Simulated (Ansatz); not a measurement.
Process, species as SMILES: C[Si](C)(C)O [hydroxy(trimethyl)silane] → [CH2][Si](C)(C)O + H atom (the C-H bond at the site shown breaks; other sites are not compared here)
Geometries: B3LYP-D3(BJ)/def2-TZVP minima from Ansatz (a program for electronic structure), one conformer each, not searched for the lowest. Frequencies are from Ansatz.

Property: bond dissociation energy (enthalpy at 298 K, with B3LYP-D3(BJ) rigid-rotor harmonic-oscillator terms), in kcal/mol. Cores are frozen in the correlated levels unless marked. UHF or UKS for open shells. Spin-orbit coupling is left out. No relativistic terms. CBS(X,Y): correlation extrapolated as X^-3; Hartree-Fock from the larger set.

CCSD(T)/CBS(cc-pV(T+d)Z,cc-pV(Q+d)Z) (Ansatz) gives 101.3 kcal/mol.

Task: Another calculation gave 101.1 kcal/mol. Which level was it?
(A) r2SCAN0/def2-TZVPD (Ansatz)
(B) SVWN5/def2-TZVPD (Ansatz)
(C) wB97M-V/def2-TZVPD (Ansatz)

Result: C, wB97M-V/def2-TZVPD (Ansatz). The others give 96.2 (r2SCAN0), 110.7 (SVWN5) kcal/mol.
